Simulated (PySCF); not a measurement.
## As+: ionisation energy

As+ [Ar] 3d10 4s2 4p2 (3P) → As(2+) [Ar] 3d10 4s2 4p1 (2P), as a difference of total energies. All numbers are calculated (PySCF 2.14, scalar relativity by spin-free X2C-1e, in jorge-DZP-DKH (8s6p2d1f, 43 functions)). Correlated levels: valence: [Ar] 3d10 frozen. The calculations carry no spin-orbit coupling.

```json
{"method": "UHF", "ionisation energy (eV)": "17.947", "difference from reference (eV)": "-0.642"}
{"method": "B3LYP", "ionisation energy (eV)": "18.471", "difference from reference (eV)": "-0.118"}
{"method": "M06-2X", "ionisation energy (eV)": "18.327", "difference from reference (eV)": "-0.262"}
{"method": "MP2 (valence)", "ionisation energy (eV)": "17.928", "difference from reference (eV)": "-0.661"}
{"method": "SCS-MP2 (valence)", "ionisation energy (eV)": "17.880", "difference from reference (eV)": "-0.709"}
{"method": "CCSD (valence)", "ionisation energy (eV)": "17.859", "difference from reference (eV)": "-0.730"}
{"method": "CCSD(T) (valence)", "ionisation energy (eV)": "17.860", "difference from reference (eV)": "-0.729"}
```

Reference: 18.589 eV (measured; NIST Atomic Spectra Database, ionization energies).

The reference lies between the lowest fine-structure levels, while these numbers refer to the centres of the terms.

Errors of the correlated levels include the incompleteness of this basis and the frozen core.
